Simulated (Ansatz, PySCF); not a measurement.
Gas-phase reaction (SMILES): [F][InH2] + [H][H] (H2) -> [InH3] (InH3) + F (HF); hydrogen cleaves one In-F bond, a model of a ligand-exchange step.

Each molecule is optimised on its own at B3LYP-D3(BJ)/def2-TZVP (Ansatz, a first-principles code). Correlated levels leave the core frozen unless marked. Spin-orbit coupling is left out. Frozen are the shells of the preceding noble gas and the d and f shells that filled before the atom's block. Past Kr the def2 sets carry scalar-relativistic core potentials. CBS(X,Y): correlation extrapolated as X^-3; Hartree-Fock from the larger set. Thermal terms are rigid-rotor harmonic-oscillator values from B3LYP-D3(BJ) frequencies (Ansatz or PySCF) at 298.15 K and 1 atm. 1 Eh = 627.5095 kcal/mol.

```json
[
 {"species": "[F][InH2]", "E, CCSD(T)/CBS(def2-TZVPPD,def2-QZVPPD) (Ansatz) (Eh)": "-290.27836", "E, wB97X-V/def2-TZVPD (Ansatz) (Eh)": "-291.17793", "H - E (Eh)": "0.01786", "G - E (Eh)": "-0.01226"},
 {"species": "[H][H] (H2)", "E, CCSD(T)/CBS(def2-TZVPPD,def2-QZVPPD) (Ansatz) (Eh)": "-1.17452", "E, wB97X-V/def2-TZVPD (Ansatz) (Eh)": "-1.17238", "H - E (Eh)": "0.01336", "G - E (Eh)": "-0.00144"},
 {"species": "[InH3] (InH3)", "E, CCSD(T)/CBS(def2-TZVPPD,def2-QZVPPD) (Ansatz) (Eh)": "-191.03290", "E, wB97X-V/def2-TZVPD (Ansatz) (Eh)": "-191.87079", "H - E (Eh)": "0.02065", "G - E (Eh)": "-0.00537"},
 {"species": "F (HF)", "E, CCSD(T)/CBS(def2-TZVPPD,def2-QZVPPD) (Ansatz) (Eh)": "-100.39266", "E, wB97X-V/def2-TZVPD (Ansatz) (Eh)": "-100.45520", "H - E (Eh)": "0.01259", "G - E (Eh)": "-0.00713"}
]
```

Problem. Work out ΔE and ΔH, ΔG, ΔS and the equilibrium constant at 298.15 K at the first level, then ΔH at the second.

Solution. 
1. ΔE = [(-191.03290) + (-100.39266)] - [(-290.27836) + (-1.17452)] = 0.02732 Eh = 17.1 kcal/mol at CCSD(T)/CBS(def2-TZVPPD,def2-QZVPPD).
2. The terms H - E add up to 0.00202 Eh, so ΔH = (0.02732 + (0.00202))×627.5095 = 18.4 kcal/mol.
3. The terms G - E add up to 0.00120 Eh, so ΔG = 17.9 kcal/mol, and ΔS = (0.00202 - (0.00120))×627509.5/298.15 = 1.7 cal/(mol K).
4. log10 K = -ΔG/(RT ln 10) = -13.1, with RT ln 10 = 1.3642 kcal/mol.
5. At wB97X-V/def2-TZVPD the same steps give ΔE = 15.3 and ΔH = 16.5 kcal/mol, a shift of -1.9 from the first level.
6. These values are not checked against measurement here, since the tables used lack a sound gas-phase enthalpy of formation for at least one species.
